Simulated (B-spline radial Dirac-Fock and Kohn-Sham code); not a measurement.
Z = 77 (iridium), transition energy 500 keV. The computed values come from a radial finite-basis atomic code: a Dirac-Hartree-Slater potential of the neutral atom with a Latter tail (no hole, which puts coefficients of high multipoles low close above an edge), finite nucleus with surface currents. Subshells that would emit electrons below 1 keV are left out.

Problem. A pure transition shows α(K) = 0.982, L1/L2 = 4.06 and L1/L3 = 3.11. What is its multipolarity?
A. E3
B. M2
C. M4
D. M1
E. E1
F. M3
G. E2
H. E4

Solution. C. For comparison, α(K), L1/L2, L1/L3 are E1 0.00667, 8.86, 11.0; E2 0.0177, 1.53, 3.62; E3 0.0444, 0.592, 2.03; E4 0.109, 0.356, 1.44; M1 0.0599, 11.3, 123; M2 0.174, 7.70, 28.2; M3 0.418, 5.38, 7.24.
